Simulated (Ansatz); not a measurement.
Ga5F, relaxed as a singlet with RKS PBE-D4/def2-SVP in Ansatz, starting from the GFN1-xTB geometry. Force threshold 0.02 eV/Å.

The restricted singlet is unstable towards broken spin symmetry in Hartree–Fock (as tested in another run); at PBE-D4/def2-SVP this wasn't settled. Another isomer (singlet) lies 0.33 eV lower at PBE0-D4/def2-TZVP; other spin states weren't run for this one.

Start:

```xyz
6

Ga   -0.3011   -2.8544    0.2643
Ga   -0.9334    0.7548    0.0416
Ga   -2.4241   -1.1902    0.0061
Ga    1.2470   -0.9858    0.3161
Ga    1.9968    1.5137   -0.2639
F     0.4148    2.7618   -0.3643
```

(1) Estimate the energy that the relaxation releases and the steps that it takes.

(2) Does the start keep its bonding?

(3) Predict the relaxed structure.

Results:

(1) 0.54 eV, in 14 steps; 28 s on 4 threads of Arm Neoverse V2 on a shared host. The force fell under the threshold at step 8, but the optimiser went on and released 0.002 eV more. No frequencies were taken in this run, so the end may be a saddle point.

(2) Bonds formed: Ga1–Ga2, Ga2–F6 (atoms count from 1).

(3) 
```xyz
6

Ga   -0.4826   -2.4181    0.3324
Ga   -0.5839    0.4615   -0.0917
Ga   -2.6004   -1.0257    0.0012
Ga    1.5357   -1.0232    0.2451
Ga    2.0599    1.7303   -0.1508
F     0.0713    2.2752   -0.3362
```
Bond lengths (bridged metal pairs left out): 6 × Ga–Ga 2.45 to 2.91 Å; 2 × F–Ga 1.94 to 2.07 Å.
